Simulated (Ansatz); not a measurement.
`BNCOC` + `C[SiH](O)F` → `B[SiH](O)F` + `CNCOC`  (formal exchange of groups at a B–N bond)

Computed with Ansatz on PBE0-D4/def2-TZVP structures; ΔE is electronic, products minus reactants. CCSD(T)/CBS is the MP2 limit (def2-TZVPP, def2-QZVPP) plus CCSD(T) − MP2 in def2-TZVPP, frozen cores. Each species was taken in one conformer, which may not be the lowest.

```
     species  CCSD(T)/CBS(def2) energy (Eh)
     `BNCOC`                     -235.59824
`C[SiH](O)F`                     -505.24344
`B[SiH](O)F`                     -491.32150
     `CNCOC`                     -249.42121
```

(1) Work out ΔE.

Largest T1 diagnostic among the species: 0.012.

Results:

(1) ΔE = (-491.32150) + (-249.42121) − (-235.59824) − (-505.24344) = 0.09897 Eh = +259.8 kJ/mol.

In def2-TZVPP, CCSD(T) changes the Hartree–Fock value by +4.9 kJ/mol (the triples alone add +1.2 kJ/mol) and MP2 by +14.4 kJ/mol.
